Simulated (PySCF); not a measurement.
Match the calculated data to a structure.

All candidates are C6H11N.

| technique | computed result |
| --- | --- |
| Triplet | lowest triplet excitation (Tamm–Dancoff): 4.59 eV [TDA CAM-B3LYP/def2-SVPD] |
| UV, strongest line | among the 8 lowest singlet transitions: S3 at 7.83 eV (158 nm, f = 0.160) [TDDFT CAM-B3LYP/def2-SVPD] |
| Dipole | 2.57 D [CAM-B3LYP/def2-SVPD] |
| NMR, other nuclei | isotropic shieldings of nuclei other than C and H, by class: -74 (1 N) ppm [GIAO PBE0/pcSseg-1] |
| UV, first state | lowest singlet excitation: 5.33 eV (233 nm, f = 0.002) [TDDFT CAM-B3LYP/def2-SVPD] |
| 13C NMR | chemical shifts (computed TMS as zero) by class: 183.3 (1 C), 45.5 (1 C), 42.6 (1 C), 32.1 (1 C), 32.1 (1 C), 30.2 (1 C) ppm [GIAO PBE0/pcSseg-1] |
| 1H NMR | chemical shifts (computed TMS as zero) by class: 10.08 (1 H), 2.36 (2 H), 2.12 (2 H), 1.74 (2 H), 1.68 (2 H), 1.58 (2 H) ppm [GIAO PBE0/pcSseg-1] |
| Polarisability | 75.2 au [CAM-B3LYP/def2-SVPD] |
| Rotational structure | rotational constants A, B, C: 4.205, 2.548, 1.794 GHz [GFN2-xTB] |

Gas-phase values; electronic properties from PySCF, density fitting. Levels stand in brackets. The structure is a single GFN2-xTB conformer in the gas phase; no vibrational or solvent corrections. Each NMR value is the plain mean over a class of atoms that symmetry, rotation or inversion makes alike.

Problem. Which candidate is it?
A. `[H]/N=C\CC1CCC1`
B. `N=C1CCCCC1`
C. `N[C@H]1C[C@@H]2C[C@@H]2C1`

Solution. B. It is `N=C1CCCCC1`. Numbering: `[NH:1]=[C:2]1[CH2:3][CH2:4][CH2:5][CH2:6][CH2:7]1`. Its formula, C6H11N, gives 2 degrees of unsaturation: 1 ring and 1 π bond in the structure found. 6 carbons fall into 6 classes; from least to most shielded: imine carbon [C2] (183.3 ppm), ring CH2 carbon [C7] (45.5 ppm), ring CH2 carbon [C3] (42.6 ppm), ring CH2 carbon [C6] (32.1 ppm), ring CH2 carbon [C4] (32.1 ppm), ring CH2 carbon [C5] (30.2 ppm). Hydrogen classes from least to most shielded: 1 H on an imine nitrogen, N1 (10.08 ppm), 2 H on a ring CH2 carbon, C3 (2.36 ppm), 2 H on a ring CH2 carbon, C7 (2.12 ppm), 2 H on a ring CH2 carbon, C4 (1.74 ppm, a mean of values up to 0.5 ppm apart in this geometry), 2 H on a ring CH2 carbon, C6 (1.68 ppm, a mean of values up to 0.5 ppm apart in this geometry), 2 H on a ring CH2 carbon, C5 (1.58 ppm). The other shieldings belong to: -74 ppm, imine nitrogen [N1]. By its constants the optimised geometry is an asymmetric top.

The others, at the same levels:
- `[H]/N=C\CC1CCC1` fails: its computed strongest line among the 8 lowest singlet transitions is S5 at 8.11 eV (153 nm, f = 0.125) (against S3 at 7.83 eV), rotational constant A is 6.668 GHz (against 4.205 GHz) and smallest rotational constant is 1.308 GHz (against 1.794 GHz).
- `N[C@H]1C[C@@H]2C[C@@H]2C1` fails: it has 4 carbon classes against 6; its computed 13C shifts are 52.4 (1 C), 42.0 (2 C), 20.8 (2 C), 11.1 (1 C) ppm, 1H shifts are 3.42 (1 H), 2.08 (2 H), 1.77 (2 H), 1.31 (2 H), 0.68 (2 H), 0.33 (1 H), -0.13 (1 H) ppm and rotational constant A is 5.531 GHz (against 4.205 GHz).

Each candidate is one conformer, not necessarily the lowest. The conformers computed, where there is a choice (atom-mapped SMILES and torsion angles):
- `[H]/[N:1]=[CH:2]\[CH2:3][CH:4]1[CH2:5][CH2:6][CH2:7]1`: N1–C2–C3–C4 121°, C2–C3–C4–C5 -72°

The conformers of `N=C1CCCCC1` and `N[C@H]1C[C@@H]2C[C@@H]2C1` aren't listed.
